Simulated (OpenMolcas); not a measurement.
## OpenMolcas run: S²⁺

Input:

```
&GATEWAY
Coord
1

S 0.0 0.0 0.0
Basis=ANO-R3
Group=XYZ
NoMove
AngMom=0.0 0.0 0.0
AMFI
&SEWARD
&RASSCF
FileOrb=start.orb
Symmetry=1
Spin=3
nActEl=2 0 0
Inactive=3 3
Ras2=0 3
CIRoot=3 3 1
SDav=3
CIMx=300
Iter=120 100
PrWF=0.3
OrbListing=Nothing
MaxOrb=0
Atom
>>> COPY $Project.JobIph JOB001
&RASSCF
FileOrb=start.orb
Symmetry=1
Spin=1
nActEl=2 0 0
Inactive=3 3
Ras2=0 3
CIRoot=6 6 1
SDav=6
CIMx=300
Iter=120 100
PrWF=0.3
OrbListing=Nothing
MaxOrb=0
Atom
>>> COPY $Project.JobIph JOB002
&RASSI
NrOfJobIphs=2 3 6
1 2 3
1 2 3 4 5 6
IphNames
JOB001
JOB002
EJob
SpinOrbit
DIPRint=1.0
SOCoupling=1000.0
Subsets=2
MEES
Property=10
'ANGMOM' 1 'ANGMOM' 2 'ANGMOM' 3 'MLTPL  1' 1 'MLTPL  1' 2 'MLTPL  1' 3
'AMFI' 1 'AMFI' 2 'AMFI' 3 'MLTPL  2' 6
SOProperty=3
'ANGMOM' 1 'ANGMOM' 2 'ANGMOM' 3
```

Launched by
```bash
OMP_NUM_THREADS=1 MOLCAS_MEM=2252 MOLCAS_PROJECT=a pymolcas a.inp > a.log  # once for each step of the input, in one work folder
```

A driver script runs the steps one by one and writes start.orb anew before each from the orbitals found so far.

Output, cut to the results:

```
--- SEWARD ---
Basis set label: S.ANO-R...6S5P4D3F1G.

      Electronic valence basis set:
      ------------------
      Associated Effective Charge  16.000000 au
      Associated Actual Charge     16.000000 au
      Nuclear Model: Finite nucleus - Gaussian distribution
        Gaussian exponent, Xi/bohr**(-2):  4.04080E+08

      Shell  nPrim  nBasis  Cartesian Spherical Contaminant
         s      17       6        X
         p      11       5        X
         d       7       4                 X
         f       5       3                 X
         g       2       1                 X
                  Relativistic X2C integrals
                  Atomic mean-field integrals
--- RASSCF ---
Wave function specifications:
      -----------------------------

      Number of closed shell electrons          12
      Number of electrons in active shells       2
      Max number of holes in RAS1 space          0
      Max nr of electrons in RAS3 space          0
      Number of inactive orbitals                6
      Number of active orbitals                  3
      Number of secondary orbitals              62
      Spin quantum number                      1.0
      State symmetry                             1
Orbital specifications:
      -----------------------

      Symmetry species                           1   2
                                                ag  au
      Frozen orbitals                            0   0
      Inactive orbitals                          3   3
      Active orbitals                            0   3
      RAS1 orbitals                              0   0
      RAS2 orbitals                              0   3
      RAS3 orbitals                              0   0
      Secondary orbitals                        32  30
      Deleted orbitals                           0   0
      Number of basis functions                 35  36
      Number of CSFs                             3
      Number of root(s) required                 3
      Iter CI   SX   CI       RASSCF       Energy    max ROT     max BLB   max BLB  Level Ln srch  Step   QN
          iter iter root      energy       change     param      element    value   shift minimum  type update
 Nr of preliminary CI iterations:   1
        1   1   11    0  -397.37244572    0.00E+00   1.34E-01*   3   5 1 -1.71E-01*  0.00   0.00    SX    NO
        2   1   11    0  -397.41620303   -4.38E-02*  1.11E-02    2  11 2 -3.24E-02*  0.00   0.00    SX    NO
        3   1   10    0  -397.41675105   -5.48E-04*  2.01E-03    1  10 2  8.33E-03*  0.00   0.00    SX    NO
        4   1    9    0  -397.41677471   -2.37E-05*  5.17E-04    1  10 2 -1.95E-03*  0.00   0.00    SX    NO
        5   1    8    0  -397.41677584   -1.13E-06*  6.67E-05    1  10 2  4.43E-04*  0.00   0.85    QN   YES
        6   1    6    0  -397.41677590   -5.80E-08*  1.11E-05    3   5 1 -2.94E-05   0.00   1.06    QN   YES
        7   1    3    0  -397.41677590   -6.24E-10   1.03E-06    3   5 1 -2.57E-06   0.00   1.09    QN   YES
      Convergence after  7 iterations
        8   1    3    0  -397.41677590   -6.71E-12   1.03E-06    3   6 1 -5.79E-07   0.00   1.09    QN   YES
      Natural orbitals and occupation numbers for root  1
      sym 2:   1.000000   1.000000   0.000000
      Natural orbitals and occupation numbers for root  2
      sym 2:   0.000000   1.000000   1.000000
      Natural orbitals and occupation numbers for root  3
      sym 2:   1.000000   0.000000   1.000000
::    RASSCF root number  1 Total energy:   -397.41677590
::    RASSCF root number  2 Total energy:   -397.41677590
::    RASSCF root number  3 Total energy:   -397.41677590
--- RASSCF ---
Wave function specifications:
      -----------------------------

      Number of closed shell electrons          12
      Number of electrons in active shells       2
      Max number of holes in RAS1 space          0
      Max nr of electrons in RAS3 space          0
      Number of inactive orbitals                6
      Number of active orbitals                  3
      Number of secondary orbitals              62
      Spin quantum number                      0.0
      State symmetry                             1
Orbital specifications:
      -----------------------

      Symmetry species                           1   2
                                                ag  au
      Frozen orbitals                            0   0
      Inactive orbitals                          3   3
...
--- RASSI ---
SPIN-FREE ENERGIES:
  (Shifted by EMIN (a.u.) =       -397.4167758965)

 SF State       Relative EMIN(au)   Rel lowest level(eV)    D:o, cm**(-1)      L_eff

     1             0.0000000000        0.0000000000              0.0000         1.0
     2             0.0000000000        0.0000000000              0.0000         1.0
     3             0.0000000000        0.0000000000              0.0000         1.0
     4             0.0625687933        1.7025836011          13732.2628         2.0
     5             0.0625687933        1.7025836011          13732.2628         2.0
     6             0.0625687933        1.7025836011          13732.2628         2.0
     7             0.0625687933        1.7025836011          13732.2628         2.0
     8             0.0625687933        1.7025836011          13732.2628         2.0
     9             0.1554751134        4.2306933630          34122.8432         0.0
     Dipole printing threshold changed to   1.00000000E+00
Eigenvalues of complex Hamiltonian:
   -----------------------------------
  (Shifted by EMIN (a.u.) =       -397.4167758965)

 SO State       Relative EMIN(au)   Rel lowest level(eV)    D:o, cm**(-1)     J-value

     1            -0.0023731460        0.0000000000              0.0000         0.0
     2            -0.0011531948        0.0331965633            267.7483         0.9
     3            -0.0011531948        0.0331965633            267.7483         0.6
     4            -0.0011531948        0.0331965633            267.7483         0.7
     5             0.0011103310        0.0947902386            764.5348         1.2
     6             0.0011103310        0.0947902386            764.5348         1.8
     7             0.0011103310        0.0947902386            764.5348         1.1
     8             0.0011103310        0.0947902386            764.5348         1.8
     9             0.0011103310        0.0947902386            764.5348         1.8
...
```

The J values that RASSI prints are effective ones from its own formula and need not be integers or half-integers; the table below assigns J from the states.

Levels above the lowest, from the spin-orbit matrix, grouped by J:

```
Configuration  Term  J  E (eV)  Measured (eV)      g  Term weight %
      3s² 3p²    ³P  0  0.0000         0.0000                   100
      3s² 3p²    ³P  1  0.0332         0.0370  1.501            100
      3s² 3p²    ³P  2  0.0948         0.1033  1.501            100
      3s² 3p²    ¹D  2  1.7683         1.4038  1.000            100
      3s² 3p²    ¹S  0  4.2971         3.3675                   100
```

Against the 4 measured excited levels shown (NIST levels in Podobedova, Kelleher and Wiese, J. Phys. Chem. Ref. Data 38, 171 (2009)) the mean absolute deviation is 2600 cm-1; the largest miss in energy is 3s² 3p² ¹S₀: computed 4.2971, measured 3.3675 eV (+27.6 %).

With the s shell closed, the reference lacks s² → p² mixing. Computed and measured levels are paired by configuration, term and J; levels that our copy of the source lacks, or whose pairing is in doubt (as where it misses far off the trend of its configuration), stay unpaired and out of the deviations. Levels of configurations outside the active space are missing.

The term weight is that of the spin-free term in the level, not the purity of its configuration.
